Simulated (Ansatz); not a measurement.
NiS2⁻. Charge -1, multiplicity 2. Geometry PBE0-D4/def2-TZVP, that of the neutral singlet; atoms count from 1.

```xyz
3

Ni   -0.980   -0.758    0.037
S     0.581    0.213   -1.017
S     0.399    0.545    0.980
```

The highest occupied level of the charge -1 doublet lies above zero (up to 0.51 eV). It is a level of β spin, whose loss leaves a triplet; that state wasn't run at this geometry and level. The electron is either unbound and held by the finite basis, or the level is raised by self-interaction error. The structure comes from a short search, and lower isomers may exist.

Problem. Estimate the Mulliken populations from the PBE0/def2-TZVPD orbitals of Ansatz.

Solution. 
```tsv
atom	charge (e)	spin (α − β)	d electrons
Ni1	-0.02	0.79	9.03
S2	-0.49	0.11	–
S3	-0.49	0.11	–
```
Mulliken values and Mayer orders depend strongly on the basis. With diffuse functions, as here, like atoms can get unlike values, and bond orders can come out too low or too high.

Problem. Where does the spin sit?

Solution. Summed by element: Ni 0.79, S 0.21, of 1 unpaired in all. Largest on single atoms: Ni1 0.79, S3 0.11, S2 0.11.

Problem. And the Mayer bond orders between bonded heavy atoms (over 0.3)?

Solution. Ni1–S2 0.96 (2.12 Å); Ni1–S3 0.96 (2.12 Å); S2–S3 0.81 (2.03 Å).
